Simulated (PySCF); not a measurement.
C2H6N2OSi, SMILES N[Si@@H]1COC=N1. The structure is a stationary point at B3LYP-D3(BJ)/def2-SVP. The structure was generated by enumeration; whether it is a known compound was not checked. One conformer was computed; it need not be the lowest.

All values below come from B3LYP-D3(BJ)/def2-SVP (PySCF).

Harmonic wavenumbers (cm⁻¹): 126, 161, 270, 282, 412, 462, 490, 627, 663, 721, 780, 810, 863, 888, 929, 947, 992, 1114, 1201, 1260, 1360, 1446, 1547, 1689, 2255, 3056, 3110, 3123, 3567, 3659. Rotational constants (GHz): 5.788, 2.478, 2.009; symmetry number 1.

Problem. Work out the zero-point energy and the ideal-gas rigid-rotor harmonic-oscillator thermochemistry at 298.15 K and 1 atm.

Solution. ZPE = ½ Σ hcν = ½ × 38812 cm⁻¹ = 55.48 kcal/mol. H − E(el) = 60.28 kcal/mol. Entropy in cal/(mol K): translation 39.78, rotation 26.81, vibration 13.32, total 79.91. G − E(el) = 36.45 kcal/mol. Cp = 26.55 cal/(mol K). Modes under 150 cm⁻¹ make the vibrational entropy uncertain.
